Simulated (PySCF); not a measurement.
Predicted microwave data (PySCF 2.14.0, PBE0-D3(BJ)/def2-SVP geometry optimisation, gas phase) for one isomer of C4H12GeO:

| Item | Value |
| --- | --- |
| Rotational constants | A = 8017, B = 700.4, C = 669.4 MHz |
| Dipole components | \|μa\| = 0.65 D, \|μb\| = 0.57 D, \|μc\| = 0.65 D |
| Inertial defect | -29.58 u·Å² |
| κ | -0.99 |

Question: Which structure is it? (One computed conformer of each.)
A. `[CH3:1][CH2:2][CH2:3][CH2:4][O:5][GeH3:6]` with C1–C2–C3–C4 178°, C2–C3–C4–O5 -62°, C3–C4–O5–Ge6 174°
B. `[CH3:1][CH2:2][Ge@H:3]([CH3:4])[O:5][CH3:6]` with C1–C2–Ge3–C4 56°, C2–Ge3–O5–C6 -60°
C. `[CH3:1][O:2][CH2:3][C@H:4]([CH3:5])[GeH3:6]` with C1–O2–C3–C4 180°, O2–C3–C4–C5 70°

Answer: A. It is CCCC[O][GeH3], a near-prolate asymmetric top, point group C1. The candidates at the same level (rigid rotor, commonest isotopes):

```json
{"SMILES": "COC[C@H](C)[GeH3]", "A (MHz)": "3318", "B (MHz)": "1320", "C (MHz)": "1063", "μa (D)": "1.45", "μb (D)": "0.49", "μc (D)": "0.94", "Δ (u·Å²)": "-59.94", "point group": "C1", "rotor": "asymmetric top"}
{"SMILES": "C[CH2][Ge@H]([CH3])[O]C", "A (MHz)": "2477", "B (MHz)": "2136", "C (MHz)": "1459", "μa (D)": "1.03", "μb (D)": "0.50", "μc (D)": "0.76", "Δ (u·Å²)": "-94.22", "point group": "C1", "rotor": "asymmetric top"}
{"SMILES": "CCCC[O][GeH3]", "A (MHz)": "8017", "B (MHz)": "700.4", "C (MHz)": "669.4", "μa (D)": "0.65", "μb (D)": "0.57", "μc (D)": "0.65", "Δ (u·Å²)": "-29.58", "point group": "C1", "rotor": "near-prolate asymmetric top"}
```

`COC[C@H](C)[GeH3]` has B 88 % too high; `C[CH2][Ge@H]([CH3])[O]C` has B 205 % too high. No structure here is proved a minimum.
